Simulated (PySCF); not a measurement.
Gas-phase reaction: 2 Cu + 3 C4H10 (n-butane) = 2 CuH + 4 C3H7 (n-propyl)

Energies from PySCF (xtb for GFN2), thermal terms from the rigid-rotor harmonic-oscillator model, ideal gas at 1 bar. S°(298 K) at PBE0/def2-TZVP differs from the NASA 1993 table for C4H10 (n-butane) (-9 J/mol/K); whether the harmonic model or the table's entry is off was not settled. † marks an energy on the PBE0/def2-TZVP geometry and frequencies; other levels use their own. MP2 and CCSD(T) freeze the core. 6-31G* has spherical d functions here. Open shells (unrestricted): Cu (multiplicity 2), C3H7 (n-propyl) (multiplicity 2); the rest are closed-shell singlets. GFN2 has no spin-polarisation term. B3LYP is the form with VWN-RPA correlation. Cu: all electrons, no relativistic terms. No R ln 2 is added for the mirror-image form of C3H7 (n-propyl). MP2 isn't extrapolated to the basis-set limit; its ΔH°(298 K) is 755.3 kJ in def2-SVP and 731.0 kJ in def2-TZVPP. CCSD(T) isn't extrapolated to the basis-set limit. The harmonic model lacks anharmonicity and excited electronic states, which grow with temperature; levels with a mode under 35 cm⁻¹ are left out. Internal rotation in C4H10 (n-butane), C3H7 (n-propyl) is treated as a harmonic vibration of one conformer, which makes the entropy rough. Warning, large T1 diagnostic: CuH (CCSD(T)/def2-SVP†). Warning, point group unlike the PBE0 one: C3H7 (n-propyl) (GFN2-xTB).

| level | ΔE electronic, kJ | ΔH°(298 K), kJ | ΔS°(298 K), J/K | ΔG°(600 K), kJ |
|---|---|---|---|---|
| B3LYP/6-31G* | 750 | 674 | 306 | 486 |
| CCSD(T)/def2-SVP† | 796 | 719 | 312 | 528 |
| GFN2-xTB | 278 | 192 | 340 | -17 |
| HF/6-31G* | 597 | 511 | 302 | 325 |
| MP2/def2-SVP† | 832 | 755 | 312 | 564 |
| MP2/def2-TZVPP† | 808 | 731 | 312 | 540 |
| PBE/def2-SVP | 703 | 628 | 309 | 439 |
| PBE0/def2-SVP† | 757 | 681 | 312 | 489 |
| r2SCAN/def2-TZVP† | 684 | 608 | 312 | 417 |
| LDA/def2-TZVP† | 811 | 734 | 312 | 543 |
| ωB97X-V/def2-TZVP† | 786 | 709 | 312 | 518 |
ΔH° is lowest at GFN2-xTB and highest at MP2/def2-SVP†. No reference value is set beside these.
